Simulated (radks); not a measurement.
Values are calculated unless marked as measured or tabulated.
Task: Coherent X-ray form factor from a spherical all-electron density. Level of theory: scalar-relativistic Kohn-Sham, revPBE, spin-unpolarised, spherical densities, point nucleus (a radial shooting solver on a logarithmic mesh with Libxc functionals).

sin(theta)/lambda (1/angstrom),f0 (electrons)
0.05,33.834
0.1,33.349
0.15,32.574
0.2,31.559
0.25,30.360
0.3,29.040
0.4,26.263
0.5,23.592
0.6,21.209
0.8,17.346
1,14.288
1.25,11.170
1.5,8.830
2,6.258

The species is in the configuration that NIST lists as its ground one. Which atom or ion scatters so?

Result: The rhodium ion Rh11+, [Ar] 3d10 4s2 4p4. Extrapolating in s^2 from the first two rows gives f0(0) = 34.0, near the electron count 34; among species with that count, the fall with angle is slower the higher Z, and the table is that of Z = 45; from so few rows the species is fixed only to a neighbour or two.
